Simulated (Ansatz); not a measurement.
Stepwise reaction of `[Cl][In]([Cl])[Cl]` with hydrogen fluoride, as a gas-phase model of exchange steps in deposition or etching. ΔE in kJ/mol; ΔG adds harmonic PBE0-D4 terms to CCSD(T)/CBS, at 1 bar.

Program: Ansatz. Geometries: PBE0-D4/def2-TZVP. ΔE: electronic, gas phase. CCSD(T)/CBS is the MP2 limit (def2-TZVPP, def2-QZVPP) plus CCSD(T) − MP2 in def2-TZVPP, frozen cores. This one scheme is used for every species. DFT in def2-TZVPP. B3LYP here is the variant with VWN-RPA as its local correlation; programs differ in this. Elements past krypton have def2 core potentials. For In outer-core shells are correlated without core-valence functions, which leaves a few kJ/mol of doubt a bond.

```json
{"step": "2", "reaction": "`[F][In]([Cl])[Cl]` + H–F → `[F][In]([F])[Cl]` + HCl", "PBE-D4": "58.7", "B3LYP-D4": "60.6", "ωB97M-V": "61.9", "CCSD(T)/CBS": "65.7", "ΔG(500 K)": "58.6"}
{"step": "3", "reaction": "`[F][In]([F])[Cl]` + H–F → `[F][In]([F])[F]` + HCl", "PBE-D4": "62.4", "B3LYP-D4": "64.4", "ωB97M-V": "65.4", "CCSD(T)/CBS": "68.8", "ΔG(500 K)": "66.0"}
```

Question: Give the row of step 1, `[Cl][In]([Cl])[Cl]` + H–F → `[F][In]([Cl])[Cl]` + HCl. (Estimate.)

Answer: Computed: 
```json
{"step": "1", "reaction": "`[Cl][In]([Cl])[Cl]` + H–F → `[F][In]([Cl])[Cl]` + HCl", "PBE-D4": "56.0", "B3LYP-D4": "57.8", "ωB97M-V": "59.2", "CCSD(T)/CBS": "63.3", "ΔG(500 K)": "51.6"}
```

Question: By hand: ΔE of the 3 steps together at CCSD(T)/CBS.

Answer: (63.3) + (65.7) + (68.8) = 197.8 kJ/mol, or 65.9 kJ/mol a step.

In ΔE each step is higher than the one before. All are uphill at CCSD(T)/CBS. ΔG lies between 51.6 and 66.0 kJ/mol a step. PBE-D4 differs from CCSD(T)/CBS by -7.3 to -6.4 kJ/mol a step. Isolated molecules leave out the surface, adducts and barriers. Largest T1 diagnostic: 0.018.
